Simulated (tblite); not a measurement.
C₈H₁₀.
SMILES: `CC1=CC[C@@H]2C=C[C@H]12`

Computed values, GFN2-xTB/tblite, gas phase, harmonic and unscaled. The method is semi-empirical: single wavenumbers can be off by several per cent or more.

Harmonic wavenumbers (cm⁻¹): 125.5, 137.2, 224.5, 250.9, 301.8, 410.1, 532.4, 572.0, 684.8, 791.9, 812.8, 824.0, 857.0, 900.4, 912.3, 945.7, 976.1, 1005.6, 1022.7, 1034.4, 1036.8, 1070.9, 1107.4, 1140.1, 1156.8, 1170.4, 1187.8, 1212.4, 1246.5, 1281.4, 1293.9, 1309.7, 1400.2, 1469.3, 1477.3, 1482.6, 1658.0, 1727.6, 2935.4, 2954.2, 2962.9, 2979.9, 2994.2, 3010.1, 3041.7, 3096.0, 3100.3, 3119.5.

A = 3511, B = 2217, C = 1561 MHz; mass 106.078 u (most abundant isotopes); point group C1, symmetry number 1.

What is the zero-point energy?

½Σν̃ = 33473 cm⁻¹ = 400.43 kJ/mol.

What is S at 273.15 K and 1 bar for an ideal gas of classical rigid rotors and harmonic oscillators?

Translation 165.21, rotation 114.69, vibration 56.76: S = 336.7 J/(mol K).

And Cp and H(273.15 K) − H(0)?

Cp = 114.87 J/(mol K), of which vibrations give 81.61 (their classical limit is 48 R = 399.1); H(273.15 K) − H(0) = 18.50 kJ/mol without the zero-point energy, 9.41 from vibrations.

What must be added to the electronic energy to get the Gibbs energy at 273.15 K and 1 bar?

ZPE + [H(273.15 K) − H(0)] − T·S = 400.43 + 18.50 − 91.96 = 326.97 kJ/mol.

How do the functions run with temperature in this model?

| T (K) | S (J/(mol K)) | Cp (J/(mol K)) | H − H(0) (kJ/mol) | G − H(0) (kJ/mol) | ln q(vib) |
| --- | --- | --- | --- | --- | --- |
| 100 | 258.1 | 55.9 | 4.15 | -21.67 | 0.41 |
| 200 | 305.7 | 86.0 | 11.19 | -49.96 | 1.63 |
| 300 | 348.0 | 126.6 | 21.74 | -82.65 | 3.10 |
| 500 | 432.5 | 207.8 | 55.53 | -160.72 | 6.58 |
| 800 | 548.8 | 285.7 | 130.67 | -308.36 | 12.40 |
| 1000 | 616.3 | 318.6 | 191.28 | -424.99 | 16.26 |

q(vib) and H(0) count from the zero-point level.

Which modes carry the vibrational entropy at 273.15 K?

125.5 cm⁻¹: 11.91; 137.2 cm⁻¹: 11.19; 224.5 cm⁻¹: 7.39; 250.9 cm⁻¹: 6.58; 301.8 cm⁻¹: 5.28; 410.1 cm⁻¹: 3.36 J/(mol K); the other 42 give 11.06 together.

Hindered rotation and anharmonicity are outside this model. The structure is chiral; the term R ln 2 for an equal mix with its mirror image is left out.
